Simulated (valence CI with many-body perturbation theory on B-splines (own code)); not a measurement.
## Pt⁶⁴⁺: electric-dipole lines

Computed by relativistic CI+MBPT: four valence electrons over a frozen Dirac-Fock core [Ne], radial functions for each j: 11 s, 11 p, 9 d, 7 f, 5 g, 2 h, 1 i, with the one-electron correlation potential Σ1, the two-electron term Σ2, the three-electron term Σ3, Breit, model QED; selected CI, second order for the rest (own B-spline code, finite nucleus).

No measured spectrum was set against this ion. As an estimate, large intervals hold to a few tenths of a per cent, small ones and those within an open d or f shell to about a per cent.

Lines 101 to 150 of 245 in falling wavelength, among levels below 1545.3 eV, chosen from the strongest by gf and those to the six lowest levels. Wavelengths and rates use the calculated energies. Electric multipoles are in the length gauge, E1 and E2 with the static RPA response of the core. Weak lines are less certain than strong ones. Lines between different terms over intervals too small for the method are left out, as are lines whose strength nearly cancels. The highest levels of a list are the least certain.

Levels are named by their leading jj configuration (3d3/2^4 stands for four electrons in 3d with j = 3/2), which in mixed levels can hold well under half, so a name can repeat and another be missing. Letters in brackets count levels of one name in rising energy.

| λ vac (Å) | Upper | Lower | A (s⁻¹) | log gf | Branch % |
| --- | --- | --- | --- | --- | --- |
| 33.92 | (3s^2 3d3/2 3d5/2) J=4 | (3s^2 3p3/2 3d3/2) J=3 | 4.37e+11 | -0.17 | 9.0 |
| 33.52 | (3s^2 3p3/2 3d5/2) J=3 | (3s^2 3p3/2^2) J=2 | 7.79e+11 | -0.04 | 99.6 |
| 33.26 | (3s 3p1/2 3p3/2 3d5/2) J=4 [c] | (3s 3p1/2 3p3/2^2) J=3 | 2.88e+11 | -0.37 | 15.0 |
| 33.17 | (3s 3p1/2 3p3/2 3d5/2) J=3 [b] | (3s 3p1/2 3p3/2^2) J=2 [a] | 1.28e+11 | -0.83 | 15.3 |
| 33.10 | (3s 3p1/2^2 3d5/2) J=2 | (3s 3p1/2^2 3p3/2) J=2 | 6.20e+10 | -1.29 | 17.3 |
| 33.10 | (3s 3p1/2 3p3/2 3d5/2) J=1 [a] | (3s 3p1/2 3p3/2^2) J=2 [a] | 6.22e+10 | -1.51 | 8.6 |
| 32.53 | (3s^2 3p3/2 3d5/2) J=1 | (3s^2 3p3/2^2) J=2 | 7.78e+10 | -1.43 | 13.8 |
| 31.81 | (3s 3p1/2 3p3/2 3d5/2) J=3 [c] | (3s 3p1/2 3p3/2^2) J=2 [a] | 1.48e+11 | -0.80 | 5.2 |
| 31.80 | (3s 3p1/2 3p3/2 3d5/2) J=3 [d] | (3s 3p1/2 3p3/2^2) J=3 | 5.54e+10 | -1.23 | 2.0 |
| 31.04 | (3s 3p1/2 3p3/2 3d5/2) J=2 [d] | (3s 3p1/2 3p3/2^2) J=3 | 3.98e+10 | -1.54 | 0.9 |
| 20.38 | (3s 3p1/2 3p3/2 3d3/2) J=2 [a] | (3s^2 3p1/2 3d3/2) J=2 | 2.77e+10 | -2.06 | 5.7 |
| 20.18 | (3s 3p1/2 3p3/2^2) J=2 [a] | (3s^2 3p1/2 3p3/2) J=2 | 2.21e+10 | -2.17 | 2.7 |
| 20.11 | (3s 3p1/2 3p3/2 3d5/2) J=2 [a] | (3s^2 3p1/2 3d5/2) J=2 | 3.79e+11 | -0.94 | 46.9 |
| 20.06 | (3s 3p1/2 3p3/2 3d3/2) J=1 [a] | (3s^2 3p1/2 3d3/2) J=2 | 3.06e+10 | -2.26 | 29.0 |
| 19.86 | (3s 3p1/2 3p3/2 3d3/2) J=3 [a] | (3s^2 3p1/2 3d3/2) J=2 | 2.80e+10 | -1.93 | 24.6 |
| 19.86 | (3s 3p1/2 3p3/2^2) J=2 [a] | (3s^2 3p1/2 3p3/2) J=1 | 7.99e+11 | -0.63 | 97.0 |
| 19.66 | (3p1/2^2 3p3/2^2) J=2 | (3s^2 3p1/2 3d3/2) J=2 | 7.55e+10 | -1.66 | 4.2 |
| 19.66 | (3s 3p1/2 3p3/2 3d3/2) J=2 [a] | (3s 3p1/2^2 3p3/2) J=1 | 3.33e+11 | -1.02 | 68.8 |
| 19.53 | (3s 3p1/2 3p3/2^2) J=3 | (3s^2 3p1/2 3p3/2) J=2 | 5.57e+11 | -0.65 | 97.0 |
| 19.48 | (3s 3p1/2 3p3/2 3d5/2) J=3 [b] | (3s^2 3p1/2 3d5/2) J=3 | 4.07e+11 | -0.79 | 48.8 |
| 19.44 | (3s 3p1/2 3p3/2 3d3/2) J=0 [a] | (3s 3p1/2^2 3p3/2) J=1 | 9.33e+10 | -2.28 | 94.7 |
| 19.37 | (3s 3p1/2 3p3/2 3d5/2) J=4 [b] | (3s^2 3p1/2 3d5/2) J=3 | 1.93e+11 | -1.01 | 42.1 |
| 19.36 | (3s 3p1/2 3p3/2 3d3/2) J=1 [a] | (3s 3p1/2^2 3p3/2) J=1 | 3.25e+07 | -5.26 | 0.0 |
| 19.22 | (3s 3p1/2 3p3/2 3d5/2) J=2 [b] | (3s^2 3p1/2 3d5/2) J=3 | 4.52e+11 | -0.90 | 19.7 |
| 19.20 | (3p1/2^2 3p3/2 3d3/2) J=2 | (3s 3p1/2^2 3d3/2) J=2 | 2.58e+11 | -1.15 | 50.6 |
| 19.00 | (3s 3p1/2 3p3/2 3d5/2) J=3 [c] | (3s^2 3p1/2 3d5/2) J=3 | 1.06e+11 | -1.40 | 3.7 |
| 18.99 | (3p1/2^2 3p3/2^2) J=2 | (3s 3p1/2^2 3p3/2) J=1 | 9.78e+11 | -0.58 | 53.9 |
| 18.96 | (3p1/2^2 3p3/2 3d3/2) J=2 | (3s 3p1/2^2 3d3/2) J=1 | 1.30e+11 | -1.46 | 25.4 |
| 18.96 | (3s 3p1/2 3p3/2 3d5/2) J=3 [c] | (3s^2 3p1/2 3d5/2) J=2 | 2.42e+12 | -0.04 | 84.5 |
| 18.93 | (3s 3p1/2 3p3/2 3d3/2) J=1 [d] | (3s^2 3p1/2 3d3/2) J=1 | 1.01e+12 | -0.79 | 13.1 |
| 18.91 | (3s 3p1/2 3p3/2 3d5/2) J=4 [c] | (3s^2 3p1/2 3d5/2) J=3 | 1.59e+12 | -0.12 | 82.8 |
| 18.90 | (3s 3p1/2 3p3/2 3d3/2) J=2 [d] | (3s^2 3p1/2 3d3/2) J=1 | 2.67e+12 | -0.15 | 37.5 |
| 18.89 | (3s 3p1/2 3p3/2^2) J=0 | (3s^2 3p1/2 3p3/2) J=1 | 1.03e+12 | -1.26 | 100.0 |
| 18.86 | (3s 3p1/2 3p3/2 3d3/2) J=2 [b] | (3s^2 3p1/2 3d3/2) J=2 | 1.37e+12 | -0.44 | 66.7 |
| 18.80 | (3s 3p1/2 3p3/2 3d3/2) J=2 [a] | (3s 3p1/2^2 3p3/2) J=2 | 8.49e+10 | -1.65 | 17.5 |
| 18.80 | (3s 3p1/2 3p3/2 3d3/2) J=0 [b] | (3s^2 3p1/2 3d3/2) J=1 | 1.85e+12 | -1.01 | 31.2 |
| 18.79 | (3s 3p1/2 3p3/2 3d5/2) J=1 [b] | (3s^2 3p1/2 3d5/2) J=2 | 8.03e+11 | -0.89 | 62.2 |
| 18.73 | (3s 3p1/2 3p3/2^2) J=2 [b] | (3s^2 3p1/2 3p3/2) J=2 | 2.05e+12 | -0.27 | 96.4 |
| 18.71 | (3s 3p1/2 3p3/2^2) J=1 [a] | (3s^2 3p1/2 3p3/2) J=2 | 2.20e+10 | -2.46 | 1.3 |
| 18.69 | (3s 3p1/2^2 3p3/2) J=1 | (3s^2 3p1/2^2) J=0 | 1.09e+12 | -0.77 | 94.2 |
| 18.65 | (3s 3p1/2 3p3/2 3d3/2) J=3 [b] | (3s^2 3p1/2 3d3/2) J=2 | 3.48e+11 | -0.90 | 9.8 |
| 18.59 | (3p1/2^2 3p3/2^2) J=0 | (3s 3p1/2^2 3p3/2) J=1 | 2.09e+12 | -0.96 | 94.3 |
| 18.56 | (3p1/2^2 3p3/2 3d3/2) J=0 | (3s 3p1/2^2 3d3/2) J=1 | 8.87e+11 | -1.34 | 86.9 |
| 18.52 | (3s 3p1/2 3p3/2 3d3/2) J=1 [a] | (3s 3p1/2^2 3p3/2) J=2 | 5.44e+10 | -2.08 | 51.5 |
| 18.52 | (3s 3p1/2 3p3/2 3d3/2) J=1 [b] | (3s^2 3p1/2 3d3/2) J=2 | 2.77e+11 | -1.37 | 7.2 |
| 18.45 | (3s 3p1/2 3p3/2^2) J=2 [b] | (3s^2 3p1/2 3p3/2) J=1 | 4.61e+10 | -1.93 | 2.2 |
| 18.44 | (3s 3p1/2 3p3/2 3d3/2) J=2 [c] | (3s^2 3p1/2 3d3/2) J=2 | 3.75e+11 | -1.02 | 6.9 |
| 18.43 | (3s 3p1/2 3p3/2^2) J=1 [a] | (3s^2 3p1/2 3p3/2) J=1 | 1.69e+12 | -0.59 | 96.6 |
| 18.43 | (3s 3p1/2 3p3/2 3d5/2) J=3 [d] | (3s^2 3p1/2 3d5/2) J=3 | 1.70e+12 | -0.22 | 61.7 |
| 18.43 | (3s 3p1/2 3p3/2 3d5/2) J=1 [c] | (3s^2 3p1/2 3d5/2) J=2 | 7.31e+11 | -0.95 | 58.2 |

Question: How does gf follow from A for the line at 18.89 Å?

Answer: gf = 1.4992 × (2J+1)_upper × A / σ², with σ = 5294441 cm⁻¹ and 2J+1 = 1: gf = 0.0553.
